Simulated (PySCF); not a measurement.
## Ionisation energy of S²⁺ by level of theory

S²⁺ [Ne] 3s2 3p2 [3p1/2^2, M_J = 0] → S³⁺ [Ne] 3s2 3p1 [3p1/2^1, M_J = 1/2], as a difference of total energies. Calculation: PySCF 2.14, in x2c-SVPall-2c (4s4p1d, 21 functions); the two-component X2C-1e Hamiltonian. Correlated levels: [Ne] frozen. "Screened" scales the spin-orbit matrix elements by Boettger's factors to mimic the two-electron term; Breit and QED terms are absent.

| method | ionisation energy (eV) |
| --- | --- |
| GHF (spin-free) | 33.907 |
| GMP2 (spin-free) | 34.365 |
| GHF (screened spin-orbit) | 33.868 |
| GMP2 (screened spin-orbit) | 34.325 |

How much does correlation contribute at GMP2 (screened spin-orbit)?

34.325 − (33.868) = 0.457 eV, measured against GHF (screened spin-orbit).

Errors of the correlated levels include the incompleteness of this basis and the frozen core.

The labels give the starting determinants; with spin-orbit coupling the two ends relaxed to ⟨J²⟩ = 1.90, ⟨L²⟩ = 2.01, ⟨S²⟩ = 2.00 and ⟨J²⟩ = 0.92, ⟨L²⟩ = 2.04, ⟨S²⟩ = 0.76.

The determinant of S²⁺ mixes levels of different J (the jj label is only the starting occupation), so the difference between spin-free and spin-orbit rows is not the physical spin-orbit shift.

For comparison: 34.86 ± 0.04 eV (semi-empirical (NIST evaluation); NIST Atomic Spectra Database, ionization energies).
